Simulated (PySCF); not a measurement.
# Correlation energy of P (phosphorus, neutral)

[Ne] 3s1 3p3 3d1, high-spin 6D determinant (an excited configuration). Computed with PySCF 2.14 in aug-cc-pwCVTZ (8s7p5d3f, 75 functions), with the non-relativistic Hamiltonian (point nucleus). Frozen: [Ne]; 5 electrons correlated.

```
  level  correlation energy (mhartree)
   CCSD                         -39.67
    (T)                          -0.68
CCSD(T)                         -40.35
```

Diagnostics: T1 = 0.0032, D1 = 0.0058, largest double amplitude 0.029.

Question: Is a single reference adequate?

Answer: Yes: T1 lies below 0.03 and no double amplitude reaches 0.07.
